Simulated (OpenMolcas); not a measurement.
Computed levels of 3s² 3p in ions with 13 electrons, in cm-1 above ²P°_1/2.

```json
{
 "Program": "OpenMolcas 26.06",
 "Method": "SS-RASPT2, IPEA 0.25 Eh, imaginary shift 0.1 Eh",
 "Basis": "ANO-RCC-VQZP",
 "Scalar Hamiltonian": "DKH2, point nucleus",
 "Spin-orbit coupling": "state interaction with AMFI integrals over the reference wave functions, term energies averaged over their components"
}
```

Active space for each ion: 1 electron in 9 orbitals (RAS2 3p; RAS3 3d 4s, at most 1 electron); closed shells correlated by CASPT2: 2s 2p 3s.

```tsv
Level	Al	Si+	P2+	S3+	Ar5+
²P°_3/2	93.0	252	494	860	2060
```

Estimate ²P°_3/2 for Cl4+ from its neighbours S3+ and Ar5+.

²P°_3/2 is fine structure, which grows about as the fourth power of a screened charge, so the fourth roots are averaged: ((860^0.25 + 2060^0.25) / 2)^4 = 1363. The calculation gives 1370, so the estimate is off by -0.5 %.

Over all roots computed the reference weight is 0.92 to 0.97 in S3+, 0.91 to 0.97 in Cl4+, 0.90 to 0.98 in Ar5+; the roots of lowest weight are the least certain, and an intruder state may touch them. With one active electron, CASPT2 adds the correlation within the correlated inactive shells and between them and that electron, and leaves the splitting within a term as the reference gives it. No level of 3s² 3d was computed, though it lies in the active space (holds for Al). Only configurations of the active space appear.

° marks odd parity.
